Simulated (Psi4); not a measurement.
Psi4 input (wB97X-D/6-311+G**):

```
memory 1500 MB

molecule {
0 2
C     1.14107200   -1.23853600    0.56627100
Si    0.02888600   -0.08673500   -0.42960300
C    -1.75960100   -0.18757900    0.15904900
N     0.57383900    1.53640500   -0.12235300
H     0.85290400   -2.28035200    0.41508600
H     1.06246400   -1.00863800    1.63347400
H     2.18748100   -1.13806200    0.27161400
H    -2.16605600   -1.18653800   -0.00874200
H    -2.39634700    0.52272600   -0.37190400
H    -1.81721900    0.03471400    1.22919900
H     1.55456300    1.75671700   -0.21659800
H     0.01210400    2.31557200   -0.43314200
symmetry c1
no_reorient
no_com
}

set {
  basis 6-311+G**
  reference uks
  scf_type df
  df_basis_scf def2-universal-jkfit
  dft_radial_points 99
  dft_spherical_points 590
  e_convergence 1e-8
  d_convergence 1e-7
  maxiter 150
}

e = energy('wb97x-d')
print_out(f'\nFINAL {e:.10f} DIPOLE {variable("CURRENT DIPOLE")[0]:.6f} {variable("CURRENT DIPOLE")[1]:.6f} {variable("CURRENT DIPOLE")[2]:.6f}\n')
```

Output:

```
   => Loading Basis Set <=

    Name: 6-311+G**
    Role: ORBITAL
    Keyword: BASIS
    atoms 1, 3 entry C          line   129 file 6-311pgss.gbs
    atoms 2    entry SI         line   351 file 6-311pgss.gbs
    atoms 4    entry N          line   150 file 6-311pgss.gbs
    atoms 5-12 entry H          line    42 file 6-311pgss.gbs

   => WB97X-D: Empirical Dispersion <=

    Chai and Head-Gordon Dispersion Correction
    Chai, J.-D.; Head-Gordon, M. (2010), J. Chem. Phys., 132: 6615-6620

        s6 =       1.000000

         ---------------------------------------------------------
                                   SCF
               by Justin Turney, Rob Parrish, Andy Simmonett
                          and Daniel G. A. Smith
                              UKS Reference
         ---------------------------------------------------------

  ==> Geometry <==

    Molecular point group: c1
    Full point group: C1

    Geometry (in Angstrom), charge = 0, multiplicity = 2:

       Center              X                  Y                   Z               Mass
    ------------   -----------------  -----------------  -----------------  -----------------
         C            1.141072000000    -1.238536000000     0.566271000000    12.000000000000
         SI           0.028886000000    -0.086735000000    -0.429603000000    27.976926534650
         C           -1.759601000000    -0.187579000000     0.159049000000    12.000000000000
         N            0.573839000000     1.536405000000    -0.122353000000    14.003074004430
         H            0.852904000000    -2.280352000000     0.415086000000     1.007825032230
         H            1.062464000000    -1.008638000000     1.633474000000     1.007825032230
         H            2.187481000000    -1.138062000000     0.271614000000     1.007825032230
         H           -2.166056000000    -1.186538000000    -0.008742000000     1.007825032230
         H           -2.396347000000     0.522726000000    -0.371904000000     1.007825032230
         H           -1.817219000000     0.034714000000     1.229199000000     1.007825032230
         H            1.554563000000     1.756717000000    -0.216598000000     1.007825032230
         H            0.012104000000     2.315572000000    -0.433142000000     1.007825032230

  Running in c1 symmetry.

  Rotational constants: A =      0.20346  B =      0.18274  C =      0.10936 [cm^-1]
  Rotational constants: A =   6099.55994  B =   5478.49738  C =   3278.64593 [MHz]
  Nuclear repulsion =  167.811133270296267

  Charge       = 0
  Multiplicity = 2
  Electrons    = 41
  Nalpha       = 21
  Nbeta        = 20

  ==> Algorithm <==

[...]
      13A     -0.574180    14A     -0.496558    15A     -0.491038
      16A     -0.474516    17A     -0.473637    18A     -0.431988
      19A     -0.381902    20A     -0.355719

    Beta Virtual:

      21A     -0.003742    22A      0.062429    23A      0.076183
      24A      0.077406    25A      0.107544    26A      0.118130
      27A      0.124186    28A      0.133419    29A      0.135894
      30A      0.148888    31A      0.155858    32A      0.171865
      33A      0.173517    34A      0.175501    35A      0.186833
      36A      0.203547    37A      0.219411    38A      0.220134
      39A      0.234834    40A      0.243507    41A      0.249035
      42A      0.267076    43A      0.273220    44A      0.281500
      45A      0.298977    46A      0.323191    47A      0.337693
      48A      0.364749    49A      0.375801    50A      0.404178
      51A      0.422489    52A      0.459289    53A      0.469831
      54A      0.534112    55A      0.563856    56A      0.572003
      57A      0.596999    58A      0.626100    59A      0.653173
      60A      0.671368    61A      0.703887    62A      0.715097
      63A      0.735004    64A      0.742951    65A      0.764207
      66A      0.787974    67A      0.816599    68A      0.822485
      69A      0.835606    70A      0.888186    71A      0.913819
      72A      0.940323    73A      0.967376    74A      0.989278
      75A      1.021013    76A      1.037626    77A      1.168580
      78A      1.168941    79A      1.196632    80A      1.240370
      81A      1.249204    82A      1.322669    83A      1.402520
      84A      1.469436    85A      1.504261    86A      1.548008
      87A      1.548653    88A      1.595563    89A      1.640919
      90A      1.663549    91A      1.663837    92A      1.697136
      93A      1.742569    94A      1.748160    95A      1.797407
      96A      1.825344    97A      1.832337    98A      1.861288
      99A      1.870151   100A      1.925738   101A      2.054566
     102A      2.077563   103A      2.123738   104A      2.150824
     105A      2.280306   106A      2.282454   107A      2.308590
     108A      2.314262   109A      2.510817   110A      2.512884
     111A      2.536288   112A      2.541381   113A      2.562770
     114A      2.590653   115A      2.597833   116A      2.617629
     117A      2.624498   118A      2.644325   119A      2.662887
     120A      2.697281   121A      2.732550   122A      2.783857
     123A      2.841921   124A      2.920516   125A      3.006065
     126A      3.025282   127A      3.186620   128A      3.231949
     129A      3.382267   130A      3.843388   131A      3.849102
     132A      3.862105   133A      3.868418   134A      3.988700
     135A      4.378079   136A      4.826685   137A      5.819641
     138A     11.508771   139A     11.629211   140A     11.629222
     141A     24.073158   142A     24.083434   143A     35.700140
     144A    141.299550

    Final Occupation by Irrep:
              A
    DOCC [    20 ]
    SOCC [     1 ]
    NA   [    21 ]
    NB   [    20 ]

  @DF-UKS Final Energy:  -425.27554899981322

   => Energetics <=

    Nuclear Repulsion Energy =            167.8111332702962670
    One-Electron Energy =                -916.9270499773931533
    Two-Electron Energy =                 353.1437932219926097
    DFT Exchange-Correlation Energy =     -29.2995774404568898
    Empirical Dispersion Energy =          -0.0038480742520435
    VV10 Nonlocal Energy =                  0.0000000000000000
    Total Energy =                       -425.2755489998132248

  UHF NO Occupations:
  HONO-2 :   19  A 1.9998568
  HONO-1 :   20  A 1.9993196
  HONO-0 :   21  A 1.0000000
  LUNO+0 :   22  A 0.0006804
  LUNO+1 :   23  A 0.0001432
  LUNO+2 :   24  A 0.0000475
  LUNO+3 :   25  A 0.0000187

Computation Completed

Properties will be evaluated at   0.000000,   0.000000,   0.000000 [a0]

Properties computed using the SCF density matrix

 Multipole Moments:

 ------------------------------------------------------------------------------------
     Multipole            Electronic (a.u.)      Nuclear  (a.u.)        Total (a.u.)
 ------------------------------------------------------------------------------------

 L = 1.  Multiply by 2.5417464519 to convert [e a0] to [Debye]
 Dipole X            :          0.0958726           -0.0000057            0.0958670
 Dipole Y            :          0.2657280           -0.0000113            0.2657166
 Dipole Z            :          0.0029018           -0.0000113            0.0028904
 Magnitude           :                                                    0.2824963

 ------------------------------------------------------------------------------------

FINAL -425.2755489998 DIPOLE 0.095867 0.265717 0.002890

*** Psi4 exiting successfully. Buy a developer a beer!
```

The geometry given is a B3LYP-D3(BJ)/def2-TZVP minimum.
